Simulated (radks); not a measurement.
Spin polarisation of the 2p5 shell in the magnesium ion Mg3+. Start: [He] 2s2 2p(up 2.5, down 2.5); electrons of 2p are moved from spin down to spin up, other shells keep equal spins. Calculated with a radial shooting solver on a logarithmic mesh with Libxc functionals: scalar-relativistic Kohn-Sham, r2SCAN, spin-polarised, spherical densities, finite nucleus; meta-GGA in the generalised Kohn-Sham scheme; Fermi nuclear charge, rms radius of each element as measured or else 0.836 A^(1/3) + 0.57 fm.

moment (Bohr magnetons)  E - E(0) (eV)  e(2p up) (eV)  e(2p down) (eV)  2s down minus up (eV)  1s down minus up (eV)
0                                0.000        -97.435          -97.435                  0.000                  0.000
0.25                            -0.058        -97.892          -96.960                  0.820                  0.421
0.5                             -0.233        -98.333          -96.468                  1.642                  0.842
0.75                            -0.524        -98.759          -95.957                  2.465                  1.266
1                               -0.933        -99.169          -95.426                  3.292                  1.692

At moment 1 the spin-polarisation energy is -0.933 eV and the 2p exchange splitting 3.743 eV, that is 3.743 eV per Bohr magneton; E = -I m^2/4 would give I = 3.733 eV.
